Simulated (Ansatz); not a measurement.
Ansatz (a first-principles code) input (r2SCAN0/def2-TZVPD):

Ansatz 0.2 input:
```yaml
crystal:
  periodic: [false, false, false]
  atoms:
    - {symbol: C, position_ang: [-0.76398450, -0.64348765, -0.34542853]}
    - {symbol: C, position_ang: [0.63138382, -0.30599936, -0.15763658]}
    - {symbol: F, position_ang: [1.13636842, 0.94468953, -0.62699763]}
    - {symbol: F, position_ang: [1.43050014, -1.20605568, -0.82546072]}
    - {symbol: F, position_ang: [1.06125501, -0.30098246, 1.14364416]}
    - {symbol: Cl, position_ang: [-1.81573471, 0.66788390, 0.42400421]}
    - {symbol: H, position_ang: [-0.99001814, -0.59596649, -1.41035346]}
basis:
  gaussian:
    orbitals: def2-TZVPD
hamiltonian:
  xc: {name: r2SCAN0}
total_charge: -1
output: {forces: true}
```

Output:

```
Functional definition: r2SCAN0
integrals: 0.21 GiB planned
1298 factors; their error is unknown
mean field: 1.75 GiB planned
mean field evaluation 1: about -22758.6468 eV, gradient 3.9e1 eV
mean field evaluation 2: about -22756.5727 eV, gradient 4.8e1 eV
mean field evaluation 4: about -22761.8219 eV, gradient 2.7e0 eV
mean field evaluation 8: about -22761.8322 eV, gradient 4.1e-2 eV
mean field evaluation 16: about -22761.8783 eV, gradient 3.1e-4 eV
mean field -22761.87827154 eV, -836.4835979239 hartree, gradient 4.8e-5 eV, S^2 0.000000; 0 other end points of the search recorded, 0 dependent functions left out
the calculation of the forces begins
reference -22761.87829005 eV, -836.4835986042 hartree; 29, 29 occupied and 220, 220 virtual orbitals, 1298 factors
Total energy: -22761.87829005 eV, -836.4835986042 hartree
Atom 0 at    -0.763984    -0.643488    -0.345429 Å, force    -0.070647     0.258643     0.101584 eV/Å
Atom 1 at     0.631384    -0.305999    -0.157637 Å, force     0.592767     0.185350     0.067455 eV/Å
Atom 2 at     1.136368     0.944690    -0.626998 Å, force    -0.258053    -0.684520     0.265597 eV/Å
Atom 3 at     1.430500    -1.206056    -0.825461 Å, force    -0.442462     0.513698     0.387533 eV/Å
Atom 4 at     1.061255    -0.300982     1.143644 Å, force    -0.208032     0.006278    -0.732020 eV/Å
Atom 5 at    -1.815735     0.667884     0.424004 Å, force     0.337357    -0.306260    -0.194213 eV/Å
Atom 6 at    -0.990018    -0.595966    -1.410353 Å, force     0.049069     0.026811     0.104063 eV/Å
Dipole moment:     0.343608     0.158632    -0.121522 e Å
```

It need not be the lowest isomer of its formula. Whether it binds its extra electron was not tested at this geometry.
